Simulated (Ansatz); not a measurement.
Task: Predict a relaxed structure of diborane tri F (B2H3F3), charge 0, singlet, at r2SCAN-D4/def2-SVP (Ansatz).

Result: 
```xyz
8

B     0.7956   -0.2996    0.2931
F     0.7996   -1.2821    1.1881
F     1.9448    0.2141   -0.1436
H     0.0280   -0.6046   -0.8099
B    -0.8012    0.3059   -0.2996
F    -1.9009   -0.2772    0.2032
H    -0.8551    1.1939   -1.1092
H    -0.0107    0.7497    0.6778
```
Point group Cs (tolerance 0.1 Å). This is one stationary point.
